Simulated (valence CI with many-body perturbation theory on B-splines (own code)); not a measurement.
Results of a calculation; reference values are marked as such.
## Run record, Nd⁵⁵⁺

The program does CI of the valence electrons with many-body perturbation theory for a frozen closed Dirac-Fock core.

Command, and the settings that its task file holds:

```sh
python run_cv.py task.json out
```

```
atom Nd  Z=60  mass_number=142  rms_radius_fm=4.9123
core [He] 2s1
valence 2s2 2p1
avg = 1
basis = S
breit = 1
cap = 10000
capref = 1200
cscale = 1
de = 0.0
dress = 0
eps = 2e-08
extrap = 1
h = 0.27
hh = 1
l2 = 3
lcore = 6
maxit = 60
n2 = 5
natural = 1
nlev = 21
nno = [3, 3, 3, 2, 1]
nroot = 26
nsp = [3, 3, 2, 1, 0]
pt2 = 1
qed = 1
rpa = 1
s1 = 1
s2 = 1
s3 = 1
screen = 1
tol = 2e-05
whole = 1
```

What became of the run, and why?

It gave no result: the perturbation theory needs a core of closed shells. The program said: "the core must hold closed shells only".
